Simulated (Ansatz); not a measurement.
Born–Oppenheimer molecular dynamics of CH$_{2}$STe (5 atoms, charge 0, multiplicity 1). It starts from a relaxed structure.

Theory: Ansatz, UHF/def2-SVP.

```yaml
ensemble: NVT, Nosé–Hoover chain
time_step: 0.5 fs
steps_asked: 100
set_temperature: 3000 K
thermostat: time constant 3 fs, chain length 1
seed: 867994
```

First frame:

```xyz
5
Properties=species:S:1:pos:R:3
C -0.276 0.240 -0.158
S -0.357 -1.151 0.950
Te 1.787 -0.378 0.095
H -0.495 1.209 0.272
H -0.659 0.080 -1.158
```

Task: How far do the bonds stretch over the last three quarters of this one trajectory? (Pairs bonded in most of those frames.)

Result: 
```tsv
bond	mean (Å)	spread (Å)	shortest	longest
C1–S2	1.865	0.134	1.61	2.04
C1–Te3	2.232	0.037	2.17	2.30
C1–H4	1.111	0.072	0.98	1.22
C1–H5	1.152	0.137	0.93	1.40
S2–Te3	2.800	0.130	2.56	2.97
```

Mean temperature of the second half: 3052 K. The conserved energy wandered by up to 7.3 meV per atom (net 4.5 meV per atom), which is poor conservation. A run of 0.05 ps of so small a system gives no equilibrium averages.

Time of the run: 3.6 min on 1 thread of Arm Neoverse V1, on a shared host, peak memory 0.19 GiB.
